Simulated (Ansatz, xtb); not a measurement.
**CH3AlBrF: where a starting geometry ends**

The starting geometry of this gas-phase singlet was built from a drawn formula by distance geometry and a force field; its bonds are those of `F[C@H]([AlH2])Br`.

```xyz
7

C    -0.5148    1.2070    1.4186
Al    1.2231    0.3368    1.8599
Br   -0.3771    3.1644    1.7160
F    -1.4976    0.6477    2.2416
H    -0.7858    1.0248    0.3541
H     2.4404    0.6436    0.8783
H     1.6843    0.2870    3.3565
```

Q: Predict what becomes of its bonds when it is optimised with r2SCAN-D4/def2-SVP.

A: A new bond forms, giving a structure with Br3 bridging Al2 and C1, given below by its coordinates. Distances that change by over a tenth: C1–Br3 (1.98 → 2.20 Å). Contacts that close: Al2–Br3 (3.25 → 2.53 Å).

The energy falls by 0.73 eV over 9 steps:

| step | E − E(last) (eV) |
| --- | --- |
| 1 | 0.729 |
| 2 | 0.297 |
| 3 | 0.182 |
| 4 | 0.072 |
| 5 | 0.009 |
| 6 | 0.001 |
| 7 | 0.000 |
| 8 | 0.000 |
| 9 | 0.000 |

Final geometry (Å):

```csv
atom,x (Å),y (Å),z (Å)
C,-0.5869,0.8989,1.3630
Al,1.3231,0.7542,1.9321
Br,0.0740,2.9494,1.8062
F,-1.5970,0.6002,2.1745
H,-0.9757,1.0757,0.3448
H,2.3868,0.6883,0.7621
H,1.5482,0.3445,3.4424
```

From the same start GFN2-xTB reaches the same bonding as this run.

The end wasn't checked by frequencies. Run with Ansatz 0.2.0, 28 s on 2 threads of Intel(R) Xeon(R) Platinum 8259CL CPU @ 2.50GHz (Skylake/Cascade Lake), with other jobs on the host.
